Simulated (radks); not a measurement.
The numbers below are computed, except where a source is named.
The platinum anion Pt2-, [Hg], held by a Watson sphere: a shell of charge +2 at radius R that stands for the Madelung well of a crystal (potential energy -2/R inside, -2/r outside, in hartree with lengths in bohr). Level of theory: scalar-relativistic Kohn-Sham, PBEsol, spin-polarised, spherical densities, finite nucleus; Fermi nuclear charge, rms radius of each element as measured or else 0.836 A^(1/3) + 0.57 fm (a radial shooting solver on a logarithmic mesh with Libxc functionals).

| R (bohr) | e(5p) (eV) | e(6s) (eV) | e(5d) (eV) | <r> 5d (bohr) | sum of <r^2> (bohr^2) | X-ray form factor at sin(theta)/lambda = 0.2 1/angstrom |
|---|---|---|---|---|---|---|
| 2.91 | -54.627 | -6.807 | -5.662 | 1.823 | 80.86 | 66.175 |
| 3.34 | -53.981 | -6.185 | -4.862 | 1.856 | 84.93 | 66.117 |
| 3.41 | -53.883 | -6.081 | -4.742 | 1.861 | 85.58 | 66.112 |
| 4.79 | -52.268 | -4.230 | -2.870 | 1.925 | 97.94 | 66.114 |
| 5.46 | -51.688 | -3.542 | -2.237 | 1.946 | 104.0 | 66.135 |
| 6.48 | -51.022 | -2.737 | -1.526 | 1.977 | 113.8 | 66.158 |
